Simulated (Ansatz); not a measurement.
Species: CH₂OSi, SMILES `O=C=[SiH2]` (charge 0, multiplicity 1).

Problem. Give a relaxed geometry from Ansatz (a program for electronic structure) with PBE0-D4/def2-TZVP.

Solution. the end point of this relaxation (outside a Z-matrix the atoms follow the SMILES, hydrogens last).
Cartesian coordinates (Å) in one orientation:
```xyz
5

O      2.048    -0.009    -0.052
C      0.921    -0.002     0.065
Si    -0.879     0.017     0.555
H     -1.050    -1.145    -0.400
H     -1.040     1.139    -0.449
```
